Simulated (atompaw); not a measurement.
## What one change does to a pseudopotential (Tb, PAW (atompaw))

- Element: terbium (Tb)
- Generator: atompaw 4.2.0.5
- Type: PAW
- Functional: PBE
- Relativity: scalar-relativistic
- Frozen core: [Kr] 4d10
- Valence charge: 19
- Reference configuration: 4f9 5s2 5p6 5d0 6s1 6p1
- Partial waves: 5s (bound): rc 2.20 bohr; 6s (bound): rc 1.85 bohr; 5p (bound): rc 2.70 bohr; 6p (bound): rc 2.60 bohr; 5d (bound, empty): rc 3.00 bohr; 5d channel at 0.7 Ry: rc 3.00 bohr; 4f (bound): rc 1.50 bohr; 4f channel at 0.6 Ry: rc 1.50 bohr
- Local potential: troulliermartins scheme with l = 4 at 0 Ry, radius 3.00 bohr
- Core correction: smooth core density matched at 2.45 bohr
- Augmentation charge: sinc compensation charge, radius 2.25 bohr; PAW radius 3.00 bohr; waves and projectors: custom polynom gramschmidtortho

Change: all radii scaled by about 1.04 (s 2.28, p 2.80, d 3.10, f 1.56 bohr); local potential troulliermartins scheme with l = 4 at 0 Ry, radius 3.10 bohr; augmentation sinc compensation charge, radius 2.34 bohr; PAW radius 3.10 bohr; waves and projectors: custom polynom gramschmidtortho; core correction smooth core density matched at 2.54 bohr.

Cutoffs: the cutoffs (Ry, on a coarse ladder) from which the occupation-weighted sum of valence levels, in a spherical-Bessel basis at the reference potential, stays within 10 and 1 mRy of its value at 400 Ry; they do not see the model core or the augmentation charge, which bear on the density cutoff.

Task: What does the change do?

Result: The potential gets neither clearly harder nor softer (90 Ry and 140 Ry → 80 Ry and 140 Ry); the f channel sets the loose cutoff, while the largest relative change is in s, which becomes softer; neither file shows a bound ghost.

| quantity | base | changed |
| --- | --- | --- |
| cutoff, loose | 90 Ry | 80 Ry |
| cutoff, tight | 140 Ry | 140 Ry |
| loose cutoff by channel (10 mRy a level) | s 10 Ry, p 10 Ry, f 50 Ry | s 8 Ry, p 8 Ry, f 45 Ry |
| bound ghosts | none | none |
| lowest overlap eigenvalue by channel | s 0.37, p 0.99, d 0.93, f 0.97 | s 0.45, p 1.00, d 0.93, f 0.97 |

 The cutoffs see the waves, projectors and local potential, not the compensation charge or the core.
